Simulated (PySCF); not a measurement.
**Electronic structure of Rh²⁺ (rhodium, charge +2) at the UHF level**

Configuration: [Kr] 4d7, high-spin 4F determinant. Computed with PySCF 2.14 in cc-pVDZ-PP with ECP28MDF, with a scalar-relativistic core potential.

* Total energy: -108.562008 hartree
* One-electron energy: -181.0108 hartree
* Hartree (Coulomb) energy: 82.6796 hartree
* Exchange energy: -10.2308 hartree
* ⟨S²⟩: 3.7535
* ⟨L²⟩: 12.039
* Sum of ⟨r⟩: 18.69 bohr
* Sum of ⟨r²⟩: 27.34 bohr²
* Time after the integrals: 0.19 s of wall time on 1 thread of AMD EPYC 7R43 64-Core Processor (shared host)

```tsv
shell	electrons	mean orbital energy (eV)	spread (eV)	rms radius, mean of both spins (bohr)
4s α	1	-125.15	0	1.06
4s β	1	-119.38	0	1.06
4p α	3	-88.397	0	1.16
4p β	3	-81.208	0	1.16
4d α	5	-33.527	1.127	1.56
4d β	2	-30.857	0	1.56
```

Energies and moments cover only the electrons outside the core potential.
